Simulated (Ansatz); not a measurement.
Consider the hydrogenolysis of a C–F bond: `CB(O)OCF` + H₂ → `COB(C)O` + H–F.

Computed with Ansatz on PBE0-D4/def2-TZVP structures; ΔE is electronic, products minus reactants. CBS: MP2 limit from def2 TZ/QZ plus the TZ coupled-cluster correction, frozen cores. This one scheme is used for every species. Functionals use def2-TZVPP. B3LYP here is the variant with VWN-RPA as its local correlation; programs differ in this. HSE06 is defined as in plane-wave codes. One conformer a species, not always the lowest.

`CB(O)OCF`:

Z-matrix (Å, degrees):
```
C
B 1 1.565
H 1 1.093 2 111.6
H 1 1.095 2 111.2 3 118.9
H 1 1.090 2 111.0 3 -121.2
O 2 1.357 1 120.2 3 126.2
O 2 1.384 1 123.9 3 -54.7
H 6 0.962 2 112.0 1 -179.6
C 7 1.374 2 121.8 1 4.9
F 9 1.374 7 110.0 2 80.4
H 9 1.092 7 108.4 2 -162.2
H 9 1.095 7 112.2 2 -38.8
```

H₂:

```xyz
2

H    -0.352   -0.046    0.114
H     0.352    0.046   -0.114
```

`COB(C)O`:

Cartesian coordinates in Å:
```
C 1.377 0.602 -0.791
O 0.821 0.632 0.503
B -0.363 0.014 0.796
C -1.208 -0.799 -0.247
O -0.807 0.125 2.081
H 0.786 1.200 -1.491
H 1.449 -0.419 -1.178
H 2.381 1.025 -0.734
H -0.649 -1.667 -0.614
H -2.141 -1.159 0.186
H -1.447 -0.196 -1.129
H -0.199 0.642 2.618
```

H–F:

Z-matrix (Å, degrees):
```
F
H 1 0.920
```

```csv
level,ΔE (kcal/mol),difference from CCSD(T)/CBS
LDA (SPW92),-13.7,3.8
PBE-D4,-14.5,3.0
revPBE-D4,-14.3,3.2
BLYP-D4,-13.7,3.8
r2SCAN-D4,-13.7,3.8
B97M-V,-14.6,2.9
B3LYP-D4,-14.9,2.6
r2SCANh-D4,-14.3,3.2
r2SCAN0-D4,-15.2,2.3
HSE06-D4,-15.9,1.6
BHLYP-D4,-15.6,1.9
CAM-B3LYP-D4,-14.5,3.0
ωB97X-V,-14.1,3.4
ωB97M-V,-14.8,2.7
B2PLYP,-15.9,1.6
PBE-QIDH,-16.9,0.6
PBE,-14.8,2.7
revPBE,-15.2,2.3
BLYP,-14.3,3.2
r2SCAN,-13.8,3.7
B3LYP,-15.3,2.2
r2SCANh,-14.4,3.1
r2SCAN0,-15.3,2.2
HSE06,-16.1,1.4
BHLYP,-15.9,1.6
CAM-B3LYP,-14.8,2.7
LC-ωPBE,-16.0,1.5
HF/def2-SVP,-13.8,3.7
MP2/def2-SVP,-14.0,3.5
CCSD/def2-SVP,-13.9,3.6
CCSD(T)/def2-SVP,-13.2,4.3
HF/def2-TZVPP,-15.9,1.6
MP2/def2-TZVPP,-17.6,-0.1
SCS-MP2/def2-TZVPP,-16.8,0.7
CCSD/def2-TZVPP,-17.1,0.4
CCSD(T)/def2-TZVPP,-16.5,1.0
SCS-MP2/def2-QZVPP,-17.5,0.0
HF/CBS(def2),-16.1,1.4
MP2/CBS(def2),-18.6,-1.1
CCSD/CBS(def2),-18.1,-0.6
CCSD(T)/CBS,-17.5,0
```

Largest T1 diagnostic among the species: 0.012.

At CCSD(T), def2-SVP lies +4.3 kcal/mol from the extrapolated value and def2-TZVPP +1.0 kcal/mol. From r2SCAN to r2SCAN0 (25 % exact exchange), in def2-TZVPP and without D4, ΔE moves by −1.5 kcal/mol. Leaving LDA and LC-ωPBE aside and taking each functional with its dispersion term where it has one, the values spread over 3.2 kcal/mol, from PBE-QIDH to r2SCAN-D4. LDA lies +1.1 kcal/mol from PBE without D4.
